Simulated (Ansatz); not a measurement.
Job for Ansatz (a program for electronic structure): R-wB97X-V/def2-TZVPPD on N2 (SMILES N#N) with ghost functions, monomers drawn apart or pushed together. Files ending in .json are basis or fitting sets from the Basis Set Exchange.

Ansatz 0.2 input:
```yaml
crystal:
  periodic: [false, false, false]
  atoms:
    - {symbol: N, position_ang: [0.40274074, -0.39575897, 4.38902396]}
    - {symbol: N, position_ang: [0.47637995, -0.46669664, 3.30327191]}
basis:
  gaussian:
    orbitals: def2-TZVPPD.json
    ghost_atoms:
      - {symbol: C, position_ang: [-0.43737409, 0.42783225, -1.03061636]}
      - {symbol: C, position_ang: [-0.04093733, 0.04010681, 0.03031240]}
      - {symbol: H, position_ang: [-0.79032340, 0.77302012, -1.97158665]}
      - {symbol: H, position_ang: [0.30879242, -0.30193930, 0.97438525]}
hamiltonian:
  xc: {name: wB97X-V}
scf: {lower_state_search: off}
```

It printed:

```
WARN ansatz: RAYON_NUM_THREADS=1 ignored (pool sized by the plan → 1); use --threads N
Functional definition: wB97X-V
these checks for a lower state are left out or cut short: stability, starts, cluster_reference, orbital_swaps, neighbouring_geometries, increment
integrals: 0.08 GiB planned
774 factors; their error is unknown
integrals: 0.11 GiB planned
220 factors; integrals over basis functions are off by at most 6.5e-5 eV
mean field: 0.74 GiB planned
mean field evaluation 1: about -2980.3177 eV, gradient 1.6e1 eV
mean field evaluation 2: about -2980.6805 eV, gradient 6.0e0 eV
mean field evaluation 4: about -2980.7422 eV, gradient 6.3e-1 eV
mean field evaluation 8: about -2980.7507 eV, gradient 4.4e-3 eV
mean field -2980.75065502 eV, -109.5405661466 hartree, gradient 4.5e-6 eV, S^2 0.000000; 0 other end points of the search recorded, 0 dependent functions left out
reference -2980.75065370 eV, -109.5405660982 hartree; 7, 7 occupied and 175, 175 virtual orbitals, 774 factors
Total energy: -2980.75065370 eV, -109.5405660982 hartree
Checks for a lower state left out: stability, starts, cluster_reference, orbital_swaps, neighbouring_geometries, increment
```

The run converged.

Cost: around 5 core-seconds (rough).
